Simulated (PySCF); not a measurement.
SnI3, SMILES [I][Sn+]([I])[I], charge +1.

Coordinates come from a PBE0-D3(BJ)/def2-SVP optimisation. The multiplicity is an assumed one; no other spin state was optimised. The isomer is the one that the SMILES or the coordinates give; other isomers of the formula were not compared. The def2 effective core potentials stand for the cores of I, Sn; spin–orbit coupling is left out.

Method: PBE/def2-TZVP (PySCF).

Computed frontier levels, gap, dipole moment and polarisability:
```yaml
highest_occupied_level: -11.33 eV
lowest_empty_level: -9.19 eV
orbital_gap: 2.14 eV
dipole_moment_about_the_centre_of_nuclear_charge: 0.000 e·Å
mean_static_polarisability: 142.1 bohr³ (21.05 Å³)
polarisability_principal_values: 81.0, 172.6, 172.6 bohr³
```
